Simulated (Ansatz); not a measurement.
The inner images of a band of ClHSSn (4 atoms, charge 0, multiplicity 1) are given out of order.

Method: Ansatz 0.2.0, RKS r2SCAN-D4/def2-SVP.

Initial state:

```xyz
4
Properties=species:S:1:pos:R:3
S 0.196 1.504 -0.410
Sn -1.421 -0.349 -0.343
Cl 0.105 -1.952 0.610
H 1.176 0.737 0.123
```

Final state:

```xyz
4
Properties=species:S:1:pos:R:3
S 0.846 0.965 -0.047
Sn -1.060 -0.579 -0.163
Cl 0.142 -2.431 0.765
H 0.128 1.985 -0.576
```

Task: Put them in order from the first end to the last, with their energies above the first end.
A.
```xyz
4
Properties=species:S:1:pos:R:3
S 0.285 1.422 -0.621
Sn -1.420 -0.315 -0.185
Cl -0.023 -2.136 0.537
H 1.214 0.969 0.249
```
B.
```xyz
4
Properties=species:S:1:pos:R:3
S 0.686 1.051 -0.843
Sn -1.304 -0.144 0.071
Cl -0.382 -2.349 0.335
H 1.056 1.381 0.417
```
C.
```xyz
4
Properties=species:S:1:pos:R:3
S 1.092 0.651 -0.410
Sn -1.211 -0.089 0.054
Cl -0.694 -2.428 0.081
H 0.868 1.806 0.255
```
D.
```xyz
4
Properties=species:S:1:pos:R:3
S 0.452 1.268 -0.794
Sn -1.378 -0.234 -0.023
Cl -0.180 -2.268 0.444
H 1.161 1.173 0.352
```
E.
```xyz
4
Properties=species:S:1:pos:R:3
S 0.930 0.822 -0.699
Sn -1.245 -0.097 0.064
Cl -0.580 -2.396 0.215
H 0.949 1.610 0.400
```

Result: A (+0.09 eV), D (+0.29 eV), B (+0.41 eV), E (+0.31 eV), C (+0.12 eV).

Run time: 60 s on 1 thread of Intel(R) Xeon(R) 6975P-C (Granite Rapids) (shared host), peak memory 0.15 GiB.
